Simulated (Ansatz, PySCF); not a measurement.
Process, species as SMILES: CB(C)O → C[B]O + [CH3] (CH3) (the B-C bond at the site shown breaks; other sites are not compared here)
Each molecule is optimised on its own at B3LYP-D3(BJ)/def2-TZVP (Ansatz, a program for electronic structure), one conformer each, not searched for the lowest. Frequencies are from Ansatz or PySCF.
Geometry of the first species:
```
B
O 1 1.3670
H 2 0.9631 1 113.54
C 1 1.5715 2 116.87 3 -178.62
H 4 1.0907 1 112.96 2 -11.80
H 4 1.0936 5 108.89 1 124.89
H 4 1.0963 5 107.69 6 114.18
C 1 1.5781 2 121.14 3 1.55
H 8 1.0933 1 111.55 2 -135.20
H 8 1.0937 9 108.06 1 -126.64
H 8 1.0960 9 105.72 10 -114.64
```

Property: bond dissociation energy (0 K, with B3LYP-D3(BJ) harmonic zero-point energies), in kJ/mol. Cores are frozen in the correlated levels unless marked. Open shells are spin-unrestricted. No spin-orbit coupling. No relativistic terms. Basis-set limits of correlation are two-point, X^-3; Hartree-Fock from the larger set. [CCSD(T)-MP2]/basis is that difference in the basis named.

| level | program | bond dissociation energy (kJ/mol) |
|---|---|---|
| HF/STO-3G | Ansatz | 441.2 |
| HF/cc-pVDZ | Ansatz | 319.6 |
| HF/cc-pwCVTZ | Ansatz | 312.3 |
| BLYP-D3(BJ)/def2-TZVPD | Ansatz + dftd3 | 404.3 |
| BLYP-D4/def2-TZVPD | Ansatz + dftd4 | 405.9 |
| revPBE/def2-TZVPD | Ansatz | 390.7 |
| r2SCAN/def2-TZVPD | Ansatz | 397.7 |

**Question.** Predict the RI-MP2/CBS(cc-pVTZ,cc-pVQZ)+[CCSD(T)-MP2]/cc-pVTZ result (Ansatz).

**Answer.** 435.1 kJ/mol, so r2SCAN/def2-TZVPD differs from it by -37.4 kJ/mol.
